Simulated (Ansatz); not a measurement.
Ansatz results at the PBE0-D4/def2-TZVP geometry: size of the dipole moment (ωB97M-V/def2-TZVPP) 2.25 D; HOMO energy (B3LYP/def2-TZVPP) -6.33 eV; HOMO–LUMO gap (B3LYP/def2-TZVPP) 5.08 eV.

Each molecule was computed in one conformer, which needn't be the lowest.

Problem. Which molecule gave them?
A. `[BH]1O[CH2][AlH]1`
B. `C[CH]([SiH3])[AlH][AlH2]`
C. `C[Si]([AlH2])([SiH3])Cl`
D. `C=[N][Al]([CH3])[SeH]`

Solution. D. The others give `C[Si]([AlH2])([SiH3])Cl`: 1.99, -6.89, 4.57; `C[CH]([SiH3])[AlH][AlH2]`: 1.08, -6.56, 4.32; `[BH]1O[CH2][AlH]1`: 1.55, -6.52, 4.23.

B3LYP here is the variant with VWN-RPA as its local correlation; programs differ in this.
